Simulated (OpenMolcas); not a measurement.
Au4+ among 6 point charges of -1.7 e arranged as an octahedron (Oh), 1.85 Å from the ion.

```
Program             : OpenMolcas 26.06
Method              : SS-CASPT2, IPEA 0.25 Eh, imaginary shift 0.1 Eh (closed shells correlated: 5s 5p)
Basis               : ANO-RCC-VDZP [7s6p4d2f]
Scalar Hamiltonian  : DKH2, point nucleus
Active space        : 7 electrons in 5 orbitals (5d)
State averaging     : 2S+1 = 4 even, 10 roots; 2S+1 = 2 even, 40 roots
Spin-orbit coupling : RASSI with atomic mean-field integrals over the reference wave functions
```

Problem. What is the spin-free ground state (labels of O, the rotations of Oh)?

Solution. 4T1, 3-fold in its orbital part, 96 % from free-ion F terms; it has the highest spin that d7 allows.

Problem. Where is the first state of the same spin?

Solution. 4T2 at 9280 cm-1 above the ground state.

Problem. What are the lowest two levels with spin-orbit coupling?

Solution. A 2-fold level Γ6 with g = 4.86, 4.86, 4.86, then a 4-fold level Γ8 950 cm-1 above it. Their leading multiplicities are 4 (89 %) and 4 (79 %).

Problem. What is χT at 300 K?

Solution. 3.25 cm3 K/mol.

Problem. Which ligand-field parameters describe the states?

Solution. A least-squares ligand-field fit to the states below 45000 cm-1, each weighted by its degeneracy and with a free common offset, gives 10Dq = 10137 cm-1, B = 844 cm-1 and C = 3802 cm-1 (C/B = 4.51), with an rms deviation of 375 cm-1. 

Roots that are degenerate in the reference are averaged as groups; the widest CASPT2 spread within a group is 290 cm-1 (the 3-fold group of multiplicity 4 near 9280 cm-1 above the lowest state of its run). Shifts and gaps below about the spread of the groups concerned are not significant. An orbital triplet at a regular site is open to Jahn-Teller coupling, which can distort the site and quench the lowest spin-orbit gaps and is left out. This shell can be high or low spin here, a state of another spin lies low, and with metal d orbitals alone active their balance is uncertain, so the ground spin may be wrong. Point charges give a weaker field than real ligands, and real ions of this kind are as a rule low spin; the high spin found here belongs to the model. This field is weak: 10Dq is about 10137 cm-1, while octahedral complexes of 5d ions of charge 3 and more, computed by the same method with explicit ligands, had a median near 35000 cm-1. Ground spin and moment need not be those of a real site. Free-ion shares, where given, are those of the reference states; single-state CASPT2 does not remix them. Point charges carry no covalency, so the field is a model and not that of real ligands. No measured value stands beside these numbers.
